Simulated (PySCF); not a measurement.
CBrF3. Atoms are numbered in the order given.

```xyz
5

F      1.0784    -0.6226    -1.2766
C      0.0000     0.0000    -0.8233
F     -1.0784    -0.6226    -1.2766
F      0.0000     1.2452    -1.2766
Br     0.0000     0.0000     1.1259
```
Charge 0, spin multiplicity 1.

Coordinates come from a B3LYP-D3(BJ)/def2-SVP optimisation.

Calculation: PySCF with PBE/def2-TZVP.

```
Quantity                                                                                                        Value
---------------------------------------------------------------------------------------------  ----------------------
total energy                                                                                      -2911.23572 hartree
point group                                                                                                       C3v
highest occupied level                                                                                       -7.74 eV
lowest empty level                                                                                           -2.04 eV
orbital gap                                                                                                   5.70 eV
dipole moment                                                                                                  0.19 D
quadrupole, principal values (traceless, Buckingham form, about the centre of nuclear charge)  -1.02, -1.02, 2.05 D·Å
mean static polarisability                                                                       35.2 bohr³ (5.21 Å³)
polarisability, principal values                                                               30.4, 30.4, 44.8 bohr³
```
